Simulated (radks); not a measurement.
The numbers below are computed, except where a source is named.
Valence configurations of Yb2+ (all share [Xe]). Level of theory: Dirac Kohn-Sham, LDA (Slater exchange, Perdew-Wang correlation), spin-unpolarised, spherical densities, finite nucleus; open shells fill j = l - 1/2 first; Fermi nuclear charge, rms radius 5.3108 fm (a radial shooting solver on a logarithmic mesh with Libxc functionals). Energies are relative to 4f14; eigenvalues in eV.

valence,E (eV),e(4f5/2),e(4f7/2),e(5d3/2),e(6p1/2),e(6s1/2)
4f14,0.000,-18.682,-17.359,-,-,-
4f13 6s1,5.192,-27.829,-26.432,-,-,-17.708
4f13 5d1,5.759,-25.101,-23.706,-15.563,-,-
4f13.5 6s0.5,1.758,-23.062,-21.701,-,-,-16.611
4f13 6s0.5 6p0.5,7.560,-28.404,-27.006,-,-13.295,-18.037
4f12 5d1 6s0.5 6p0.5,19.405,-35.821,-34.350,-19.643,-13.837,-18.822
4f13.5 6p0.5,4.007,-23.647,-22.286,-,-12.475,-
4f13 6p1,9.936,-28.972,-27.574,-,-13.584,-
4f11 5d2 6s0.5 6p0.5,37.206,-43.891,-42.345,-21.341,-14.289,-19.490
4f12 5d1 6p1,21.903,-36.373,-34.902,-20.080,-14.119,-

NIST lists [Xe] 4f14 as the ground configuration; this level of theory agrees among the configurations tried. The energies are those of spherical spin-averaged densities, not of single terms.
